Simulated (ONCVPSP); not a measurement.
An all-electron radial function and its pseudo partner (C (Z = 6))

Columns: radius, all-electron u(r) and pseudo u(r) of the 2p shell (level -5.24 eV) of carbon in the configuration 1s2 2s2 2p2; PBEsol, non-relativistic, ONCV scheme, ONCVPSP 4.0.1.

```json
{"r (bohr)": "0.085", "all-electron": "0.0355", "pseudo": "0.0162"}
{"r (bohr)": "0.170", "all-electron": "0.1127", "pseudo": "0.0626"}
{"r (bohr)": "0.255", "all-electron": "0.2044", "pseudo": "0.1340"}
{"r (bohr)": "0.340", "all-electron": "0.2965", "pseudo": "0.2225"}
{"r (bohr)": "0.425", "all-electron": "0.3818", "pseudo": "0.3192"}
{"r (bohr)": "0.510", "all-electron": "0.4572", "pseudo": "0.4150"}
{"r (bohr)": "0.595", "all-electron": "0.5216", "pseudo": "0.5025"}
{"r (bohr)": "0.680", "all-electron": "0.5756", "pseudo": "0.5766"}
{"r (bohr)": "0.765", "all-electron": "0.6193", "pseudo": "0.6344"}
{"r (bohr)": "0.850", "all-electron": "0.6530", "pseudo": "0.6757"}
{"r (bohr)": "0.935", "all-electron": "0.6777", "pseudo": "0.7021"}
{"r (bohr)": "1.020", "all-electron": "0.6944", "pseudo": "0.7162"}
{"r (bohr)": "1.105", "all-electron": "0.7040", "pseudo": "0.7209"}
{"r (bohr)": "1.190", "all-electron": "0.7076", "pseudo": "0.7191"}
{"r (bohr)": "1.275", "all-electron": "0.7061", "pseudo": "0.7129"}
{"r (bohr)": "1.360", "all-electron": "0.7005", "pseudo": "0.7038"}
{"r (bohr)": "1.445", "all-electron": "0.6913", "pseudo": "0.6926"}
{"r (bohr)": "1.530", "all-electron": "0.6793", "pseudo": "0.6796"}
{"r (bohr)": "1.615", "all-electron": "0.6650", "pseudo": "0.6650"}
{"r (bohr)": "1.700", "all-electron": "0.6489", "pseudo": "0.6489"}
{"r (bohr)": "1.785", "all-electron": "0.6315", "pseudo": "0.6315"}
{"r (bohr)": "1.870", "all-electron": "0.6131", "pseudo": "0.6131"}
{"r (bohr)": "1.955", "all-electron": "0.5939", "pseudo": "0.5939"}
{"r (bohr)": "2.040", "all-electron": "0.5742", "pseudo": "0.5742"}
{"r (bohr)": "2.125", "all-electron": "0.5542", "pseudo": "0.5542"}
{"r (bohr)": "2.210", "all-electron": "0.5341", "pseudo": "0.5342"}
```

How many radial nodes do the two functions have?

The all-electron 2p function has n − l − 1 = 0; the pseudo-wave has 0.

At about which radius was the pseudo-wave matched?

1.70 bohr. The columns agree to 0.0005 from 1.53 bohr on; several derivatives are matched, so the curves merge somewhat inside the radius.

Where does each function peak?

Outermost all-electron maximum near 1.19 bohr, pseudo maximum near 1.10 bohr (to the table’s step).

Is the pseudo-wave norm-conserving?

Yes: the ONCV scheme keeps the norm inside the radius equal to the all-electron one, which fixes the energy derivative of the logarithmic derivative at the level.
